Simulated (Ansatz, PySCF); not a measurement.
ethylene carbonate (C₃H₄O₃), SMILES O=C1OCCO1. Atoms are numbered in the order given.

```xyz
10

O      0.0000     0.0000     2.0446
C      0.0000     0.0000     0.8567
O      0.0000    -1.1111     0.0784
C      0.0000    -0.7728    -1.3026
C      0.0000     0.7728    -1.3026
O      0.0000     1.1111     0.0784
H      0.8947    -1.2009    -1.7798
H     -0.8947    -1.2009    -1.7798
H     -0.8947     1.2009    -1.7798
H      0.8947     1.2009    -1.7798
```

Coordinates come from a B3LYP-D3(BJ)/def2-SVP optimisation. The geometry has at least one imaginary mode, so it is a saddle point at that level. The values are those of a single conformer.

Vertical ionisation energy (IE) and electron affinity (EA) in eV. Rows of orbital energies are one-electron estimates. Where ΔSCF, EOM or ADC give a negative EA the extra electron is unbound and the value depends on the basis.

```csv
level,IE,EA
"−ε(HOMO), −ε(LUMO), B3LYP/def2-TZVP (PySCF)",8.45,-0.31
"ΔSCF, PBE0/def2-SVPD (Ansatz), final states of multiplicity 2 and 2",11.24,-1.34
```

Task: What vertical singlet–triplet gap does ΔSCF give with PBE0/def2-SVPD (Ansatz, a quantum-chemistry and plane-wave program)? (The exact figures need the calculation; the answer reports its results.)

Result: 6.70 eV (triplet above singlet where positive).
